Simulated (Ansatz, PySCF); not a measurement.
Pair of molecules: H2O (SMILES O) (first 3 atoms) with CH3Cl (SMILES CCl); geometry from B3LYP-D3(BJ)/def2-TZVP, rigid monomers moved along the line of their centres of mass till H2···Cl5 is 3.48 Å.
(charge 0, multiplicity 1):
```xyz
8

O      0.145     0.258     0.112
H     -0.437     0.422     0.866
H     -0.417    -0.137    -0.561
C      0.693    -1.111     4.123
Cl    -0.928    -0.326     4.233
H      1.001    -1.079     3.083
H      1.376    -0.552     4.753
H      0.591    -2.133     4.475
```

Monomers are frozen at their geometry in the pair; levels with a basis set take the counterpoise correction. Rows marked so take none.

Rows in 6-31G*, STO-3G carry no dispersion term and start afresh at each structure (6-31G* with six Cartesian d functions).

Run with Ansatz (Gaussian orbitals); PySCF for 6-31G* rows, STO-3G rows, the dispersion terms. Values without a source in brackets are computed.

Q: One of these levels gives -40.4 meV for the interaction energy. Which one is it?
A. M06-2X/6-31G* (no counterpoise)
B. B3LYP-D4/def2-TZVPPD
C. HF/STO-3G (no counterpoise)

A: C, HF/STO-3G (no counterpoise). The others give -70.2 (B3LYP-D4/def2-TZVPPD), -92.2 (M06-2X/6-31G* (no counterpoise))

Ansatz is a first-principles code.
